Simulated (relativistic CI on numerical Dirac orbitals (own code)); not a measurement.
**One change at a time: Sr22+**

Base calculation: Dirac-Coulomb-Breit CI, separate exchange-only KLI orbitals for each configuration, QED by a radiative potential, unscaled Slater integrals.

Configurations in the expansion (outside the closed core [Ne]): 3s²3p⁴, 3s3p⁵, 3s²3p³3d, 3p⁶, 3s3p⁴3d, 3p⁵3d, 3s3p³3d², 3s²3p²3d4p, 3p⁵4s, 3s²3p³4s, 3p⁵4p, 3s3p³3d4s, 3s²3p³4p, 3s²3p³4d, 3s3p⁴4s, 3p⁴3d4p, 3s²3p³4f, 3s3p⁴4p, 3s3p⁴4d, 3s3p⁴4f, 3s²3p³5s, 3s²3p³5p, 3s²3p³5d, 3s²3p²4s4p, 3s²3p³5f, 3s²3p³5g, 3s3p³4s², 3s3p⁴5s, 3s3p⁴5p, 3s²3p²3d², 3s²3p3d³, 3s3p²3d³, 3s²3p3d²4s, 3s²3p3d²4p, 3s²3p3d²4d, 3p⁴3d², 3p³3d³, 3p³3d²4s, 3p³3d²4p, 3p³3d²4d, 3s²3p²3d4s, 3s3p²3d²4s, 3s²3p3d4s², 3s²3p3d4s4p, 3s²3p3d4s4d, 3p⁴3d4s, 3p³3d4s², 3p³3d4s4p, 3p³3d4s4d, 3s²3p²4s², 3s3p²3d4s², 3s²3p4s²4p, 3s²3p4s²4d, 3s²3p²4p², 3s²3p3d4p², 3s3p²3d4p², 3s²3p4s4p², 3s²3p4p³, 3s²3p4p²4d. Double excitations out of closed p, d and f shells are left out; levels of such configurations are missing from the list, as are those of other unlisted configurations, and high levels can miss mixing partners. These lack a partner that the ground configuration has and come out too high: 3s²3p³4f, 3s3p⁴4p, 3s3p⁴4d, 3s3p⁴4f, 3s²3p³5s.

The lowest level and the first level of each name with at least 55 % of one term (blank where a level has no safe partner in the second run):

```tsv
Level	Base (cm⁻¹)	Shift (cm⁻¹)
3s²3p⁴ ³P2	0	0
3s²3p⁴ ³P0	55268	+9
3s²3p⁴ ³P1	104222	+4
3s²3p⁴ ¹D2	143888	+10
3s²3p⁴ ¹S0	281188	+34
3s3p⁵ ³P°2	615686	+1611
3s3p⁵ ³P°1	663681	+1620
3s3p⁵ ³P°0	721480	+1629
3s²3p³3d ⁵D°3	767538	+1696
3s²3p³3d ⁵D°0	774496	+1683
3s²3p³3d ⁵D°1	777581	+1688
3s²3p³3d ⁵D°4	785659	+1695
3s²3p³3d ³D°1	859496	+1702
3s²3p³3d ¹S°0	867893	+1711
3s²3p³3d ³F°3	876833	+1700
3s²3p³3d ³F°4	917887	+1699
3s²3p³3d ¹G°4	934080	+1695
3s²3p³3d ³G°5	941166	+1693
3s²3p³3d ³P°1	979998	+1709
3s²3p³3d ³P°0	981664	+1719
3s²3p³3d ³D°2	999447	+1709
3s²3p³3d ³S°1	1081458	+1695
```

At this charge energies of transitions that change n are usually good to better than 1 %, and those within a shell (Δn = 0) to a few per cent.

Problem. One thing was changed in a second run, which moved the levels as shown. Which?
A. configuration mixing switched off
B. only the first 3 configurations
C. P86 correlation estimate
D. non-relativistic limit
E. Breit term removed
F. QED terms removed

Solution. C. P86 correlation estimate. A correlation estimate moves all levels of a configuration together before mixing; mixed levels move by a weighted share.

LS names give the leading component of a level, which can be under half, so a name can repeat, a term be missing and a line seem to break the LS rules.
